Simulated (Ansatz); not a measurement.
Ideal-gas functions of CH3BTe (`B1C[Te]1`) at 600 K and 1 bar, from an Ansatz frequency run at PBE0-D4/def2-TZVP.

Molar mass 153.45 g/mol, point group Cs (symmetry number 1), electronic degeneracy 1, moments of inertia 21.079, 94.733, 112.491 u Å². Harmonic wavenumbers (cm⁻¹, unscaled): 435, 566, 590, 768, 812, 874, 910, 1103, 1416, 2738, 3127, 3204.

Use S(trans) = R[1.5 ln M + 2.5 ln T − 1.1517]; rotational temperatures θ = 24.2544 K / I; S(rot) = R[ln(√π/σ · √(T³/θAθBθC)) + 1.5]; for each mode x = 1.438777 ν̃/T, S = R[x/(eˣ − 1) − ln(1 − e⁻ˣ)] and H = RT x/(eˣ − 1); 1 cm⁻¹ = 0.0119627 kJ/mol; R = 8.31446 J/(mol·K).

Question: By hand: the entropy, in J/(mol·K).

Answer: Translation 186.2. Rotation: θ = 1.1506, 0.256, 0.2156 K, giving 108.5. Vibration, mode by mode: 8.33, 6.38, 6.09, 4.32, 3.97, 3.53, 3.30, 2.29, 1.26, 0.09, 0.04, 0.03, in all 39.7. Electronic 0.0. Sum 334.4 J/(mol·K).

Question: By hand: H − E and G − E in kJ/mol, counted from the electronic energy.

Answer: Zero-point energy ½ × 16543 × 0.0119627 = 98.9; thermal vibration 15.3; translation, rotation and pV give 4 RT = 20.0. H − E = 134.2 kJ/mol, and G − E = 134.2 − 600 × 334.4/1000 = -66.4 kJ/mol.

Vibration gives 12 % of the entropy.
